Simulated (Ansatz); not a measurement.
`CN[AsH]N`, relaxed with RKS PBE0-D4/def2-TZVP in the Gaussian-basis code of Ansatz from a PBE-D4/def2-SVP geometry. The force threshold is 0.005 eV/Å; the program also tests the step.

Charge 0, multiplicity 1.

Start:

```xyz
11

C    -0.979   -0.294    1.629
N    -0.613   -0.010    0.256
As    1.112   -0.359   -0.336
N     0.732    0.091   -2.133
H    -2.080   -0.426    1.723
H    -0.675    0.479    2.379
H    -0.514   -1.251    1.949
H    -0.996    0.866   -0.115
H     1.836    1.021   -0.131
H     1.502    0.651   -2.524
H     0.675   -0.768   -2.696
```

```json
{"step": "1", "energy (eV)": "-64961.7825", "largest force (eV/Å)": "0.682", "largest move (Å)": "0.000"}
{"step": "2", "energy (eV)": "-64961.8324", "largest force (eV/Å)": "0.264", "largest move (Å)": "0.067"}
{"step": "3", "energy (eV)": "-64961.8388", "largest force (eV/Å)": "0.095", "largest move (Å)": "0.029"}
{"step": "4", "energy (eV)": "-64961.8390", "largest force (eV/Å)": "0.222", "largest move (Å)": "0.019"}
{"step": "5", "energy (eV)": "-64961.8411", "largest force (eV/Å)": "0.065", "largest move (Å)": "0.020"}
{"step": "6", "energy (eV)": "-64961.8418", "largest force (eV/Å)": "0.027", "largest move (Å)": "0.027"}
{"step": "7", "energy (eV)": "-64961.8422", "largest force (eV/Å)": "0.056", "largest move (Å)": "0.033"}
{"step": "8", "energy (eV)": "-64961.8424", "largest force (eV/Å)": "0.042", "largest move (Å)": "0.019"}
{"step": "9", "energy (eV)": "-64961.8425", "largest force (eV/Å)": "0.011", "largest move (Å)": "0.015"}
{"step": "10", "energy (eV)": "-64961.8425", "largest force (eV/Å)": "0.011", "largest move (Å)": "0.012"}
{"step": "11", "energy (eV)": "-64961.8425", "largest force (eV/Å)": "0.006", "largest move (Å)": "0.005"}
{"step": "12", "energy (eV)": "-64961.8425", "largest force (eV/Å)": "0.002", "largest move (Å)": "0.007"}
```

End:

```xyz
11

C    -0.954   -0.277    1.620
N    -0.660   -0.066    0.219
As    1.059   -0.397   -0.347
N     0.757    0.058   -2.121
H    -2.036   -0.326    1.773
H    -0.554    0.494    2.296
H    -0.539   -1.238    1.938
H    -1.023    0.807   -0.139
H     1.742    0.960   -0.055
H     1.421    0.739   -2.461
H     0.788   -0.754   -2.724
```

It took 38 s on 4 threads of an Arm Neoverse V1 on a shared host, with 0.46 GiB of host memory at the peak.
